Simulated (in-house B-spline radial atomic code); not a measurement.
Inner levels of xenon as electrons are removed. A shift is the extra binding of the orbital against the neutral atom ([Kr] 4d10 5s2 5p6). Computed with a radial B-spline atomic code at the basis-set limit: non-relativistic Hartree-Fock, average of the configuration, point nuclei.

This level leaves out relativity, spin-orbit splitting included, which matters for heavy ions.

| ion | configuration | shift of 1s (eV) | radius of 1s (bohr) | Σ<r²> (bohr²) | change of density at nucleus (bohr⁻³) |
| --- | --- | --- | --- | --- | --- |
| Xe46+ | [He] 2s2 2p4 | 3585.09 | 0.028074 | 0.081424 | -1574.21 |
| Xe47+ | [He] 2s2 2p3 | 3901.18 | 0.028053 | 0.068612 | -1349.25 |
| Xe48+ | [He] 2s2 2p2 | 4221.4 | 0.028031 | 0.056214 | -1120.42 |
| Xe49+ | [He] 2s2 2p1 | 4545.72 | 0.028009 | 0.044214 | -887.72 |
| Xe50+ | [He] 2s2 | 4874.13 | 0.027986 | 0.032595 | -651.11 |
| Xe51+ | [He] 2s1 | 5157.17 | 0.027983 | 0.017179 | -6361.4 |
| Xe52+ | 1s2 | 5442.79 | 0.027972 | 0.0020883 | -12208.4 |
| Xe53+ | 1s1 | 6356.64 | 0.027778 | 0.0010288 | -61097.1 |
